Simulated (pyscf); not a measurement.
A first-order saddle from PySCF, ωB97X-D3(BJ)/def2-SVP:

```xyz
9

Si     1.2240     0.1111    -0.0938
Si    -0.6745     0.7071    -1.0233
Si    -1.6010     0.5738     1.1527
H     -0.3183    -0.8118    -1.2059
H      2.2631    -0.6636    -0.8404
H      1.7219     0.1979     1.3213
H     -3.0920     0.5316     1.0656
H     -1.1843    -0.5823     2.0071
H     -1.2106     1.8239     1.8749
```
Charge 0, spin multiplicity 1.

Surface: singlet, charge 0. Lowest wavenumbers (cm⁻¹): 515i, 68, 119, 348, 425.

### Question
What reaction is this the transition state of?

### Answer
`[SiH3][Si][SiH3]` [singlet] <-> `[SiH2]=[SiH][SiH3]`, a hydrogen shift read from left to right: H–Si broken and H–Si formed. At CCSD(T)/def2-TZVPP + ΔMP2(QZVPP) it lies +6.2 kcal/mol from the left side and +14.4 kcal/mol from the right (each side as separated species at their lowest minima found). H₃Si–Si:–SiH₃ [singlet] lies 16.0 kcal/mol over its isomer cyclic H₆Si₃ (SMILES [SiH2]1[SiH2][SiH2]1), and others may lie lower still (electronic energy, ωB97M-D3(BJ)). H₂Si=SiH–SiH₃ lies 10.9 kcal/mol over its isomer cyclic H₆Si₃ (SMILES [SiH2]1[SiH2][SiH2]1), and others may lie lower still (electronic energy, ωB97M-D3(BJ)). One saddle was located; it need not be the lowest between these sides. The CCSD(T) − MP2 part came from Ansatz, without density fitting, on the same reference.
